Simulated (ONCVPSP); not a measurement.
## Before and after: ONCV potential for Ba

| Property | Result |
| --- | --- |
| Element | barium |
| Generator | ONCVPSP 4.0.1 |
| Type | optimised norm-conserving Vanderbilt (ONCV) |
| Functional | LDA (Perdew-Zunger) |
| Relativity | scalar-relativistic |
| Frozen core | [Kr] 4d10 |
| Valence charge | 10 |
| Reference configuration | 5s2 5p6 6s2 |
| Partial waves | 5s+6s: rc 2.85 bohr, ncon 4, nbas 8, qcut 4.1 1/bohr, 2 projectors; 5p: rc 2.15 bohr, ncon 5, nbas 9, qcut 4.1 1/bohr, 2 projectors, debl 1.8 Ha; d scattering state at 0.03 Ha: rc 2.55 bohr, ncon 5, nbas 8, qcut 4 1/bohr, 1 projector |
| Local potential | polynomial inside 2.10 bohr (lpopt 5, dvloc0 0 Ha) |
| Core correction | Teter function, fcfact 5.75, rcfact 1.5 |

In the d channel the program set the typed energies aside and used 0.050 Ha.

Change: local potential polynomial inside 2.10 bohr (lpopt 5, dvloc0 8.5 Ha).

Cutoffs: the cutoffs (Ha) at which the residual kinetic energy of the hardest occupied pseudo-wave falls to 1 and 0.1 mHa per electron; they do not see the model core or the augmentation charge, which bear on the density cutoff. Errors are all-electron minus pseudo energies relative to the spin-unpolarised reference configuration.

Task: What does the change do?

Result: The potential gets neither clearly harder nor softer (17 Ha and 51 Ha → 17 Ha and 51 Ha); the errors of the 4 common tests hardly move; the range in which the s phases agree widens (upper end 2.0 → 3.2); neither file shows a bound ghost.

| quantity | base | changed |
| --- | --- | --- |
| cutoff, loose | 17 Ha | 17 Ha |
| cutoff, tight | 51 Ha | 51 Ha |
| bound ghosts | none | none |
| GHOST(+) flags under 300 eV | s at 71.2 eV | none |
| error for 5s2 5p6 6s1, meV [ΔE 5.54 eV] | -1.1 | -1.1 |
| error for 5s2 5p6 6s0, meV [ΔE 15.71 eV] | -6.5 | -6.6 |
| error for 5s2 5p6 6s1.5, meV [ΔE 2.21 eV] | -0.3 | -0.3 |
| error for 5s2 5p6 6s0 6p2, meV [ΔE 4.37 eV] | -2.9 | -3.2 |
| s: phases at 2.89 bohr within 0.05 rad from the reference energy up to (Ha; the scan ends near 5) | 2.0 | 3.2 |
| p: phases at 2.18 bohr within 0.05 rad from the reference energy up to (Ha; the scan ends near 5) | to the end of the scan | to the end of the scan |
| d: phases at 2.58 bohr within 0.05 rad from the reference energy up to (Ha; the scan ends near 5) | 1.5 | 2.3 |
| rms error of d²Exc/dni dnj with the model core, mHa | 2.15 | 2.15 |
